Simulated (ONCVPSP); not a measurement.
gold: excitation energies, all-electron against ONCV

gold (Au), optimised norm-conserving Vanderbilt (ONCV), made with ONCVPSP 4.0.1 (PW91, scalar-relativistic). Core [Kr] 4d10, reference 4f14 5s2 5p6 5d10 6s1. Waves: 5s+6s: rc 1.55 bohr, ncon 5, nbas 8, qcut 7.4 1/bohr, 2 projectors; 5p: rc 1.70 bohr, ncon 3, nbas 8, qcut 9.7 1/bohr, 2 projectors, debl 2.2 Ha; 5d: rc 2.35 bohr, ncon 4, nbas 9, qcut 7.9 1/bohr, 2 projectors, debl 3.9 Ha; 4f: rc 0.45 bohr, ncon 4, nbas 8, qcut 24.6 1/bohr, 2 projectors, debl 2.8 Ha. Local part: polynomial inside 0.40 bohr (lpopt 2, dvloc0 -1 Ha). Core correction: none.

In the f channel the program set the typed energies aside and used -2.985, 0.250 Ha.

Energies are relative to the spin-unpolarised reference configuration 4f14 5s2 5p6 5d10 6s1; without spin polarisation the order of configurations can differ from experiment.

| valence configuration | charge | ΔE all-electron (eV) | error AE − PS (meV) |
| --- | --- | --- | --- |
| 4f14 5s2 5p6 5d9 6s0 | +2 | 30.777 | -7.3 |
| 4f14 5s2 5p6 5d8 6s0 | +3 | 64.735 | -3.3 |

What are ΔE and the potential's error for 4f14 5s1 5p6 5d10 6s1?

ΔE = 115.356 eV all-electron; the error (AE − PS) is -255 meV.

What are ΔE and the potential's error for 4f14 5s2 5p6 5d10 6s0?

ΔE = 9.490 eV all-electron; the error (AE − PS) is -3.9 meV.

Levels in the configuration 4f14 5s2 5p6 5d8 6s0:

```
level  all-electron (eV)  pseudo (eV)
   4f           -117.873     -117.679
   5s           -144.787     -144.757
   5p            -95.778      -95.765
   5d            -40.710      -40.688
```

Note: ghosts flagged at negative energy: s at -1068.7 eV, p at -490.3 eV, d at -1335.6 eV; GHOST(+) flagged for s at 257.9 eV. A true bound ghost makes a file unfit for plane-wave use.
